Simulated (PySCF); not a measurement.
Ligands exchanged one at a time, Ga F-NH2. All species are isolated molecules in the gas phase. One relaxed conformer stands for each flexible species; it need not be the lowest. Strings in code marks are SMILES.

The HOMO–LUMO gap from two functionals at the same geometries (PBE0-D4/def2-TZVP), both in PySCF: PBE-D3(BJ)/def2-TZVP and PBE0-D4/def2-TZVP. 

| species | PBE-D3(BJ)/def2-TZVP (eV) | PBE0-D4/def2-TZVP (eV) |
|---|---|---|
| 0 of 3 F replaced by NH2 | 6.29 | 9.42 |
| 1 of 3 F replaced by NH2 | 4.73 | 7.18 |
| 2 of 3 F replaced by NH2 (`[NH2][Ga]([F])[NH2]`) | 4.65 | 6.99 |
| 3 of 3 F replaced by NH2 | 4.60 | 6.89 |

Over these rows, drawn at random from the members with no instability flagged (it was tested for open shells, ions and some series alone), PBE minus PBE0-D4: mean -2.55 eV, from -3.13 eV to -2.29 eV.
